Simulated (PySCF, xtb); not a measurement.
C4H8OSi, SMILES C(O)C[SiH2]C#C. One conformer was computed; it need not be the lowest.

Harmonic wavenumbers (cm⁻¹) from xtb 6.7.1 with GFN2-xTB at its own minimum, in rising order: 27, 95, 122, 214, 216, 298, 361, 434, 503, 564, 640, 655, 682, 683, 750, 776, 798, 962, 982, 1089, 1107, 1198, 1290, 1317, 1351, 1479, 1493, 2199, 2208, 2250, 2849, 2952, 2984, 2991, 3352, 3542.

Question: What does PBE-D3(BJ)/def2-SVP (PySCF) give at its own minimum? (The exact figures need the calculation; the answer reports its results.)

Answer: 54, 99, 131, 215, 237, 331, 353, 460, 535, 587, 652, 682, 691, 698, 790, 818, 921, 922, 941, 1076, 1083, 1162, 1244, 1326, 1362, 1371, 1436, 2084, 2157, 2176, 2903, 2960, 3016, 3029, 3391, 3692. Paired by order, the mean absolute difference is 39 cm⁻¹ and the zero-point energies are 64.9 and 65.2 kcal/mol.
